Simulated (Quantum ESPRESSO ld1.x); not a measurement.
Results of a calculation; reference values are marked as such.
One sound ld1.x (Quantum ESPRESSO 7.5) input for neutral krypton gives E = -2786.8412 hartree in 32 iterations:

```
 &input
    zed=36.0,
    iswitch=1,
    rel=1,
    dft='PZ',
    config='[Kr]',
    prefix='ld1',
    max_out_wfc=37,
    file_charge='ld1.rho',
 /
```

Changed or added lines, one case at a time, and what came of them:

- atom='Kr': harmless. atom and zed name the same element, and the result equals that of the sound run.
- config='[Kr] 5d-1': harmless. A negative occupation marks a state as unused; the result equals that of the sound run.
- rel=2 cau_fact=32.42: crashed. The program stops in dirsol with "no classical turning point found": with c below Z the Dirac equation of a point nucleus has no 1s solution.
- xmin=-3.0: silently wrong. The mesh starts too far from the nucleus; the run ends without a warning, but the energy is off by +9.331 hartree against the default mesh.
- rmax=2.0: not converged. The mesh cuts the orbital tails; the cycle ends with warnings and the numbers are not to be used.
- rel=2 lsd=1: refused. The program stops in ld1_readin with "local spin density and spin-orbit not allowed": spin polarisation goes with rel = 0 or 1 alone.
- config='[Kr] 5g1': refused. The program stops in el_config with "l not found:G": the config string knows s, p, d and f alone.
